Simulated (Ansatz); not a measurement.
Calculated with Ansatz (gas phase, PBE0-D4/def2-TZVP geometries, no zero-point term in ΔE). CCSD(T)/CBS adds triple-zeta CCSD(T) − MP2 to the extrapolated MP2 energy (def2 sets, frozen cores). This one scheme is used for every species. Functionals use def2-TZVPP. Elements past krypton have def2 core potentials. For W outer-core shells are correlated without core-valence functions, which leaves a few kJ/mol of doubt a bond. One conformer a species, not always the lowest.

`C[N](C)[W](=[O])(=[O])[F]` + CH₃OH → `C[O][W](=[O])(=[O])[N](C)C` + H–F  (ligand exchange at a W–F bond)

`C[N](C)[W](=[O])(=[O])[F]`:

```xyz
13

C     0.505   -1.023    1.014
N     0.061   -0.119   -0.032
C     0.816   -0.251   -1.265
W    -1.269    1.238    0.246
O    -0.860    2.565   -0.749
O    -1.223    1.668    1.898
F    -2.960    0.576   -0.211
H     0.353   -2.063    0.706
H     1.572   -0.875    1.217
H    -0.048   -0.850    1.938
H     1.884   -0.099   -1.074
H     0.680   -1.252   -1.687
H     0.490    0.484   -2.001
```

CH₃OH:

Z-matrix (Å, degrees):
```
C
O 1 1.409
H 1 1.097 2 112.4
H 1 1.090 2 107.0 3 -118.5
H 1 1.097 2 112.4 3 123.0
H 2 0.959 1 108.5 3 -61.6
```

`C[O][W](=[O])(=[O])[N](C)C`:

Cartesian coordinates in Å:
```
C 1.479 2.900 -0.503
O 0.808 1.666 -0.435
W 0.455 0.374 0.879
O -0.461 1.070 2.150
O 1.929 -0.265 1.477
N -0.569 -1.056 0.077
C -2.018 -1.100 0.091
C 0.038 -2.243 -0.493
H 1.404 3.280 -1.524
H 1.024 3.625 0.179
H 2.535 2.779 -0.245
H -2.429 -0.214 0.576
H -2.410 -1.150 -0.931
H -2.371 -1.984 0.636
H 1.125 -2.189 -0.434
H -0.291 -3.140 0.046
H -0.248 -2.352 -1.546
```

H–F:

Cartesian coordinates in Å:
```
F -0.058 -0.354 0.289
H 0.058 0.354 -0.289
```

CCSD(T)/CBS gives +19.0 kJ/mol.

Another level gave +33.0 kJ/mol. Which?
A. MP2/def2-TZVPP
B. CAM-B3LYP/def2-TZVPP
C. RPA@PBE/def2-TZVPP
D. r2SCANh-D4/def2-TZVPP

B. CAM-B3LYP 33.0, MP2/def2-TZVPP 14.8, r2SCANh-D4 28.4, RPA@PBE/def2-TZVPP 21.1 kJ/mol.

Largest T1 diagnostic among the species: 0.021, so the coupled-cluster value is less sure than usual.

In def2-TZVPP, CCSD(T) changes the Hartree–Fock value by −12.6 kJ/mol (the triples alone add −2.3 kJ/mol) and MP2 by −16.1 kJ/mol. From BLYP to BHLYP (50 % exact exchange), in def2-TZVPP and without D4, ΔE moves by −5.9 kJ/mol. The D4 term adds −9.2 kJ/mol with B3LYP and −5.5 kJ/mol with PBE0; it sums over pairs of atoms, weighted by their polarisabilities, and B3LYP, whose exchange is more repulsive, gets the larger term.

B3LYP here is the variant with VWN-RPA as its local correlation; programs differ in this.
